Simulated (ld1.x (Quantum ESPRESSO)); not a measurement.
u(r) = r·R(r): atom against pseudo-atom (C (Z = 6))

Columns: radius, all-electron u(r) and pseudo u(r) of the 2s shell (level -13.75 eV) of carbon in the configuration [He] 2s2 2p2; PBE, scalar-relativistic, RRKJ scheme, ld1.x (Quantum ESPRESSO) 7.5.

| r (bohr) | all-electron | pseudo |
| --- | --- | --- |
| 0.150 | 0.3486 | -0.0460 |
| 0.300 | 0.1526 | -0.1352 |
| 0.450 | -0.1471 | -0.2803 |
| 0.600 | -0.4115 | -0.4568 |
| 0.750 | -0.6070 | -0.6217 |
| 0.900 | -0.7330 | -0.7409 |
| 1.050 | -0.7996 | -0.8043 |
| 1.200 | -0.8207 | -0.8218 |
| 1.350 | -0.8091 | -0.8091 |
| 1.500 | -0.7757 | -0.7757 |
| 1.650 | -0.7287 | -0.7287 |
| 1.800 | -0.6742 | -0.6742 |
| 1.950 | -0.6166 | -0.6166 |
| 2.100 | -0.5588 | -0.5588 |
| 2.250 | -0.5027 | -0.5027 |
| 2.400 | -0.4496 | -0.4496 |
| 2.550 | -0.4002 | -0.4002 |
| 2.700 | -0.3549 | -0.3549 |
| 2.850 | -0.3137 | -0.3137 |
| 3.000 | -0.2765 | -0.2765 |
| 3.150 | -0.2432 | -0.2432 |
| 3.300 | -0.2135 | -0.2135 |
| 3.450 | -0.1871 | -0.1871 |
| 3.600 | -0.1638 | -0.1638 |
| 3.750 | -0.1431 | -0.1431 |
| 3.900 | -0.1250 | -0.1250 |

Problem. How many radial nodes do the two functions have?

Solution. The all-electron 2s function has n − l − 1 = 1; the pseudo-wave has 0, since the states of the same l below it are removed with the core.

Problem. At about which radius was the pseudo-wave matched?

Solution. 1.35 bohr, where the columns begin to agree (steps of 0.15 bohr).

Problem. Is the pseudo-wave norm-conserving?

Solution. Yes: the RRKJ scheme keeps the norm inside the radius equal to the all-electron one, which fixes the energy derivative of the logarithmic derivative at the level.
